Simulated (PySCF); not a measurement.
CH₈B₂Si, B₂H₇NSi, BFH₄Si, B₂ClH₄Si (calculated)

Calculation on a computer-drawn molecule: the log of a Hartree-Fock and frozen-core CCSD(T) single point meant for a local Hartree-Fock minimum, with one planted fault or none, to be diagnosed. Offsets are logged minus clean, where the clean run is the same molecule without the fault. The reference is restricted for singlets and unrestricted otherwise, and also for a bond in bohr or an excited solution. Adding or removing an electron swaps singlet and doublet. The excited solution moves the top pair (singlet) or top alpha electron (doublet) to the lowest empty orbital. Highest occupied and lowest empty are orbital energies over both spins, largest force is the largest gradient component, triples share is (T) over the correlation energy, the T1 limit is 0.02 restricted and 0.045 unrestricted, electrons count all cores, a negative frequency is imaginary (commonest isotopes), and the dipole is about the centre of nuclear charge. Program: PySCF 2.14.0.

Common to all runs: meant multiplicity 1; meant basis cc-pV(D+d)Z; logged SCF converged yes; logged CC converged yes; logged SCF stable within its kind yes; possible faults no fault, one electron removed, one electron added, multiplicity raised by two, geometry at a saddle point, SCF held on an excited solution, minimal basis STO-3G, one bond length entered in bohr, all coordinates scaled.

(1) 
```xyz
12
formula=CH8B2Si meant_charge=0 logged_electrons=38 logged_basis_functions=105 logged_spin_squared=0 logged_highest_occupied=-10.281 logged_lowest_empty=1.0407 logged_largest_force=3.157e-05 logged_lowest_frequency=31.851 logged_T1_diagnostic=0.013615 logged_D1_diagnostic=0.041868 logged_triples_share=0.026698 logged_dipole_magnitude=0.84866 logged_energy_HF=-380.77954 logged_energy_CCSD(T)=-381.27426 planted_fault=no_fault HF_energy_offset_from_clean_run=0 CCSD(T)_energy_offset_from_clean_run=0
B     -0.4372     3.1721    -0.6104
Si     0.4758     1.3762    -0.2761
B     -0.3911     0.5384     1.3866
C     -1.4280    -0.6461     1.3456
H     -1.4146     3.2586    -1.3029
H     -0.0460     4.1773    -0.0832
H      1.9328     1.5747    -0.0397
H      0.3307     0.4869    -1.4622
H     -0.0640     0.9659     2.4650
H     -0.8386    -1.5503     1.5687
H     -1.9106    -0.8126     0.3809
H     -2.1866    -0.5811     2.1306
```

Units: logged_highest_occupied, logged_lowest_empty in eV; logged_largest_force in hartree/bohr; logged_lowest_frequency in cm⁻¹; logged_dipole_magnitude in debye; logged_energy_HF, logged_energy_CCSD(T) in hartree; HF_energy_offset_from_clean_run, CCSD(T)_energy_offset_from_clean_run in kcal/mol.

Drawn bonds:
| atom | other atom | order |
| --- | --- | --- |
| 1 | 2 | 1 |
| 2 | 3 | 1 |
| 3 | 4 | 1 |
| 1 | 5 | 1 |
| 1 | 6 | 1 |
| 2 | 7 | 1 |
| 2 | 8 | 1 |
| 3 | 9 | 1 |
| 4 | 10 | 1 |
| 4 | 11 | 1 |
| 4 | 12 | 1 |

(2) 
```xyz
11
formula=B2H7NSi meant_charge=0 logged_electrons=38 logged_basis_functions=100 logged_spin_squared=0.6166 logged_highest_occupied=-8.6513 logged_lowest_empty=1.3706 logged_largest_force=0.024244 logged_T1_diagnostic=0.057796 logged_D1_diagnostic=0.26762 logged_triples_share=0.03292 logged_dipole_magnitude=2.7026 logged_energy_HF=-396.71529 logged_energy_CCSD(T)=-397.23275 planted_fault=one_bond_length_entered_in_bohr,row_8_of_the_drawn_bonds HF_energy_offset_from_clean_run=73.68 CCSD(T)_energy_offset_from_clean_run=73.1
B     -0.2653    -1.1707    -0.5535
Si     1.1737     0.2730    -0.5828
B      2.3619     0.0841     1.0795
N      3.7162    -0.2039     0.9774
H     -1.2634    -1.0338     0.1012
H     -0.1376    -2.2104    -1.1423
H      0.5357     1.6202    -0.5808
H      1.9974     0.1814    -1.8246
H      1.4943     0.3305     3.1698
H      4.3134    -0.2960     1.7740
H      4.1922    -0.3249     0.1074
```

Units: logged_highest_occupied, logged_lowest_empty in eV; logged_largest_force in hartree/bohr; logged_dipole_magnitude in debye; logged_energy_HF, logged_energy_CCSD(T) in hartree; HF_energy_offset_from_clean_run, CCSD(T)_energy_offset_from_clean_run in kcal/mol.

Drawn bonds:
| atom | other atom | order |
| --- | --- | --- |
| 1 | 2 | 1 |
| 2 | 3 | 1 |
| 3 | 4 | 1 |
| 1 | 5 | 1 |
| 1 | 6 | 1 |
| 2 | 7 | 1 |
| 2 | 8 | 1 |
| 3 | 9 | 1 |
| 4 | 10 | 1 |
| 4 | 11 | 1 |

Notes: T1 above single-reference limit.

(3) 
```xyz
11
formula=B2H7NSi meant_charge=0 logged_electrons=38 logged_basis_functions=100 logged_spin_squared=2.0249 logged_highest_occupied=-7.215 logged_lowest_empty=-1.1267 logged_largest_force=0.044817 logged_T1_diagnostic=0.020657 logged_D1_diagnostic=0.092882 logged_triples_share=0.028432 logged_dipole_magnitude=4.4722 logged_energy_HF=-396.71728 logged_energy_CCSD(T)=-397.22503 planted_fault=multiplicity_raised_by_two HF_energy_offset_from_clean_run=72.43 CCSD(T)_energy_offset_from_clean_run=77.95
B     -0.2653    -1.1707    -0.5535
Si     1.1737     0.2730    -0.5828
B      2.3619     0.0841     1.0795
N      3.7162    -0.2039     0.9774
H     -1.2634    -1.0338     0.1012
H     -0.1376    -2.2104    -1.1423
H      0.5357     1.6202    -0.5808
H      1.9974     0.1814    -1.8246
H      1.9028     0.2145     2.1856
H      4.3134    -0.2960     1.7740
H      4.1922    -0.3249     0.1074
```

Units: logged_highest_occupied, logged_lowest_empty in eV; logged_largest_force in hartree/bohr; logged_dipole_magnitude in debye; logged_energy_HF, logged_energy_CCSD(T) in hartree; HF_energy_offset_from_clean_run, CCSD(T)_energy_offset_from_clean_run in kcal/mol.

Drawn bonds:
| atom | other atom | order |
| --- | --- | --- |
| 1 | 2 | 1 |
| 2 | 3 | 1 |
| 3 | 4 | 1 |
| 1 | 5 | 1 |
| 1 | 6 | 1 |
| 2 | 7 | 1 |
| 2 | 8 | 1 |
| 3 | 9 | 1 |
| 4 | 10 | 1 |
| 4 | 11 | 1 |

(4) 
```xyz
7
formula=BFH4Si meant_charge=0 logged_electrons=32 logged_basis_functions=23 logged_spin_squared=0 logged_highest_occupied=-9.1212 logged_lowest_empty=6.0605 logged_largest_force=0.023131 logged_T1_diagnostic=0.0085278 logged_D1_diagnostic=0.02157 logged_triples_share=0.018158 logged_dipole_magnitude=1.1742 logged_energy_HF=-410.31968 logged_energy_CCSD(T)=-410.43985 planted_fault=minimal_basis_STO-3G HF_energy_offset_from_clean_run=3195 CCSD(T)_energy_offset_from_clean_run=3379
B     -1.7846    -0.2147    -0.5862
Si     0.2011    -0.6121    -0.5036
F      0.6528    -1.6673    -1.6519
H     -2.2582     0.5516     0.2068
H     -2.5158    -0.7109    -1.3947
H      0.5657    -1.2116     0.7986
H      0.9944     0.6186    -0.7144
```

Units: logged_highest_occupied, logged_lowest_empty in eV; logged_largest_force in hartree/bohr; logged_dipole_magnitude in debye; logged_energy_HF, logged_energy_CCSD(T) in hartree; HF_energy_offset_from_clean_run, CCSD(T)_energy_offset_from_clean_run in kcal/mol.

Drawn bonds:
| atom | other atom | order |
| --- | --- | --- |
| 1 | 2 | 1 |
| 2 | 3 | 1 |
| 1 | 4 | 1 |
| 1 | 5 | 1 |
| 2 | 6 | 1 |
| 2 | 7 | 1 |

(5) 
```xyz
8
formula=B2ClH4Si meant_charge=1 logged_electrons=44 logged_basis_functions=94 logged_spin_squared=0 logged_highest_occupied=-16.332 logged_lowest_empty=-4.4074 logged_largest_force=3.765e-05 logged_lowest_frequency=97.466 logged_T1_diagnostic=0.017262 logged_D1_diagnostic=0.047407 logged_triples_share=0.031563 logged_dipole_magnitude=0.28078 logged_energy_HF=-799.84637 logged_energy_CCSD(T)=-800.29178 planted_fault=no_fault HF_energy_offset_from_clean_run=0 CCSD(T)_energy_offset_from_clean_run=0
B     -1.1570     1.0795    -0.6587
Si    -0.5239    -0.5263     0.4482
B     -0.7413    -2.2673    -0.6650
Cl    -0.9121    -3.6265    -1.5391
H     -1.5643     0.9634    -1.7724
H     -1.0959     2.1450    -0.1291
H      0.9218    -0.5778     0.7372
H     -1.3450    -0.8620     1.6268
```

Units: logged_highest_occupied, logged_lowest_empty in eV; logged_largest_force in hartree/bohr; logged_lowest_frequency in cm⁻¹; logged_dipole_magnitude in debye; logged_energy_HF, logged_energy_CCSD(T) in hartree; HF_energy_offset_from_clean_run, CCSD(T)_energy_offset_from_clean_run in kcal/mol.

Drawn bonds:
| atom | other atom | order |
| --- | --- | --- |
| 1 | 2 | 1 |
| 2 | 3 | 1 |
| 3 | 4 | 1 |
| 1 | 5 | 1 |
| 1 | 6 | 1 |
| 2 | 7 | 1 |
| 2 | 8 | 1 |
